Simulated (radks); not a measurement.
Spin polarisation of the 4d7 shell in neutral ruthenium. Start: [Kr] 4d(up 3.5, down 3.5) 5s(up 0.5, down 0.5); electrons of 4d are moved from spin down to spin up, other shells keep equal spins. Calculated with a radial shooting solver on a logarithmic mesh with Libxc functionals: non-relativistic Kohn-Sham, PBE, spin-polarised, spherical densities, point nucleus.

moment (Bohr magnetons)  E - E(0) (eV)  e(4d up) (eV)  e(4d down) (eV)  5s down minus up (eV)
0                                0.000         -5.525           -5.525                  0.000
0.75                            -0.087         -5.749           -5.283                  0.167
1.5                             -0.350         -5.955           -5.022                  0.334
2.25                            -0.788         -6.143           -4.742                  0.503
3                               -1.401         -6.313           -4.441                  0.675

At moment 3 the spin-polarisation energy is -1.401 eV and the 4d exchange splitting 1.872 eV, that is 0.624 eV per Bohr magneton; E = -I m^2/4 would give I = 0.623 eV.
